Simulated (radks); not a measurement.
The numbers below are computed, except where a source is named.
How relativity changes the ionisation of neutral europium ([Xe] 4f7 6s2) to Eu+ ([Xe] 4f7 6s1). Spin-unpolarised spherical Kohn-Sham, PBE, point nucleus unless stated (finite: rms radius 5.1115 fm), a radial shooting solver on a logarithmic mesh with Libxc functionals. A level marked "c x" has the speed of light scaled by that factor and shares open shells by 2j + 1; other Dirac levels either fill j = l - 1/2 first or share by 2j + 1.

level,E(Eu) (hartree),E(Eu+) (hartree),IE (eV),HOMO,<r> HOMO (bohr)
non-rel.,-10426.1377,-10425.9294,5.667,6s,4.525
scalar-rel.,-10844.0633,-10843.8421,6.019,4f,0.9780
"scalar-rel., finite nucleus",-10843.2977,-10843.0765,6.019,4f,0.9780
"Dirac, 2j+1 shares",-10852.1590,-10851.9377,6.021,4f7/2,0.9889
"Dirac, low j first",-10852.2267,-10852.0056,6.015,4f7/2,0.9952
"Dirac, 2j+1 shares, finite nucleus",-10851.3890,-10851.1677,6.020,4f7/2,0.9888
"Dirac, c x 1.25",-10687.8307,-10687.6149,5.872,6s1/2,4.369
"Dirac, c x 2",-10524.2095,-10523.9986,5.740,6s1/2,4.467
"Dirac, c x 5",-10441.5001,-10441.2914,5.678,6s1/2,4.516

NIST Atomic Spectra Database: 5.670 eV (measured). The relativistic part of the total energy of Eu is -425.3 hartree (Dirac, 2j+1 shares, finite nucleus), 4.1 % of the non-relativistic value. Spin polarisation and multiplet splitting of open shells are left out at every level.

Beside tabulated values, note that relativity, absent from the non-relativistic runs, is large for the heavy elements, and spin-unpolarised runs miss the spin-polarisation part of the exchange energy of open shells.
